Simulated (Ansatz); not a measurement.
Program: Ansatz. Geometries: PBE0-D4/def2-TZVP. ΔE: electronic, gas phase. CBS: MP2 limit from def2 TZ/QZ plus the TZ coupled-cluster correction, frozen cores. DFT in def2-TZVPP. For Ga outer-core shells are correlated without core-valence functions, which leaves a few kJ/mol of doubt a bond. Scalar relativity is left out up to krypton. Each species was taken in one conformer, which may not be the lowest.

Reaction (isomerisation): `[CH3][GaH-]([CH3])[OH2+]` → `C[O+](C)[GaH3-]`

CCSD(T)/CBS gives +145.5 kJ/mol.

Problem. Another level gave +144.0 kJ/mol. Which?
A. ωB97X-V/def2-TZVPP
B. r2SCAN0-D4/def2-TZVPP
C. MP2/def2-TZVPP
D. revPBE/def2-TZVPP

Solution. D. revPBE 144.0, ωB97X-V 125.5, r2SCAN0-D4 138.3, MP2/def2-TZVPP 153.8 kJ/mol.

Problem. What do rigid-rotor, harmonic-oscillator terms from PBE0-D4/def2-TZVP frequencies (298.15 K, 1 bar) make of the CCSD(T)/CBS value? (An estimate is asked.)

Solution. Computed: ΔZPE = -0.8 kJ/mol, ΔH = +140.3 kJ/mol, ΔS = -33 J/(mol·K), ΔG = +150.3 kJ/mol.

Largest T1 diagnostic among the species: 0.012.

The D4 term adds −3.8 kJ/mol with B3LYP and −1.9 kJ/mol with PBE0; it sums over pairs of atoms, weighted by their polarisabilities, and B3LYP, whose exchange is more repulsive, gets the larger term. Leaving LDA and LC-ωPBE aside and taking each functional with its dispersion term where it has one, the values, not all of them listed here, spread over 26.3 kJ/mol, from B97M-V to PBE-QIDH. LDA lies −12.4 kJ/mol from PBE without D4. In def2-TZVPP, CCSD(T) changes the Hartree–Fock value by +28.2 kJ/mol (the triples alone add +1.7 kJ/mol) and MP2 by +42.7 kJ/mol.

B3LYP here is the variant with VWN-RPA as its local correlation; programs differ in this.
